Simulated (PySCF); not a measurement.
C4H11B, SMILES BCC(C)C (GFN2-xTB optimised geometry):

```
16

B     -0.426    -1.859     1.246
C     -0.674    -0.312     1.214
C     -0.147     0.464     0.000
C      1.379     0.464     0.000
C     -0.674     1.898     0.000
H     -0.123    -2.446     0.281
H     -0.596    -2.445     2.244
H     -1.766    -0.195     1.252
H     -0.315     0.176     2.124
H     -0.495    -0.034    -0.912
H      1.759    -0.556    -0.004
H      1.766     0.982    -0.875
H      1.758     0.965     0.889
H     -1.761     1.911    -0.039
H     -0.357     2.418     0.902
H     -0.295     2.446    -0.860
```

Level of theory: CAM-B3LYP/def2-TZVP run with PySCF 2.14.0.

Task: What are the frontier orbital energies and the dipole moment?

Result: HOMO-2 -10.63 eV, HOMO-1 -10.22 eV, HOMO -10.00 eV, LUMO -0.19 eV, LUMO+1 1.87 eV; dipole moment 0.53 D.

Meta-Löwdin charges at CAM-B3LYP/def2-TZVP: B1 0.04, C2 -0.31, C3 -0.03, C4 -0.33, C5 -0.33, H6 0.00, H7 0.01, H8 0.13, H9 0.11, H10 0.09, H11 0.11, H12 0.11, H13 0.10, H14 0.10, H15 0.10, H16 0.10.
